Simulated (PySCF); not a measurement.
**Simulated characterisation data**

- σ from GIAO-PBE0/pcSseg-1
- geometry: GFN2-xTB
- run in PySCF 2.14.0 with density-fitted response routines
- one computed conformer, no solvent, no relativistic terms, rapidly exchanging positions averaged

δ = σ(ref) − σ, references computed at the same level: 1H (σ = 31.72 ppm), 13C (σ = 186.93 ppm) against TMS. Splittings of carbon signals by F and P are missing where no couplings were computed. Where no couplings were computed, multiplicities follow the n + 1 count of equivalent neighbours, and m marks all less simple cases (inequivalent or close neighbours, rings, F or P nearby). Shifts are as computed. Against solution values, carbons near 30 ppm lie about +3 ppm off and those near 130 ppm about +5 ppm; carbons on Cl a further +6 ppm. Of 1211 compounds with measured shifts, 218 miss one by over three times the rms of a fit or turn the order of signals round; such compounds aren't used in these exercises. Carbons bonded to Cl come out too deshielded. OH and NH positions are gas-phase values without hydrogen bonding to other molecules.

Compound 1 (C3H5Cl3O2Si). 1H NMR (500 MHz, computed): δ 4.90 (s, 3H), 3.64 (s, 2H). 13C{1H} NMR (computed): δ 171.3, 119.3, 63.6. Structure: `O=C(CC(Cl)(Cl)Cl)O[SiH3]`.

Compound 2 (C4H7N2P). 1H NMR (500 MHz, computed): δ 9.62 (br s, 1H), 2.82 (m, 3H), 2.77 (m, 3H). 13C{1H} NMR (computed): δ 183.1 (C), 181.4 (C), 21.1 (CH3), 17.8 (CH3). Structure: `Cc1n[nH]c(C)p1`.
